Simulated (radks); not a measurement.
Problem. V+, configuration [Ar] 3d(up 3, down 1) (spins set by hand, not the high-spin state). Method: scalar-relativistic Kohn-Sham, BLYP, spin-polarised, spherical densities, finite nucleus; Fermi nuclear charge, rms radius 3.6002 fm; computed with a radial shooting solver on a logarithmic mesh with Libxc functionals. Some entries of the table are withheld. Estimate them.

| orbital | occ. | eigenvalue (eV) | r(max) (bohr) | <r> (bohr) |
|---|---|---|---|---|
| 1s down | 1 | -5369.745 | 0.04349 | 0.06643 |
| 1s up | 1 | -5369.736 | 0.04349 | 0.06644 |
| 2s up | 1 | -605.1115 | 0.2556 | 0.3084 |
| 2s down | 1 | -604.5535 | 0.2555 | 0.3082 |
| 2p up | 3 | -505.8573 | 0.2079 | 0.2741 |
| 2p down | 3 | -505.4274 | 0.2078 | 0.2739 |
| 3s up | 1 | (1) | (2) | 0.9550 |
| 3s down | 1 | (3) | (4) | 0.9559 |
| 3p up | 3 | -47.7563 | 0.8476 | 1.029 |
| 3p down | 3 | -46.0905 | 0.8478 | 1.031 |
| 3d up | 3 | -9.5699 | 0.9141 | 1.529 |
| 3d down | 1 | -8.1823 | 0.9212 | 1.622 |

Solution. 
(1) 3s up eigenvalue (eV): -73.7069
(2) 3s up r(max) (bohr): 0.8209
(3) 3s down eigenvalue (eV): -72.0074
(4) 3s down r(max) (bohr): 0.8210
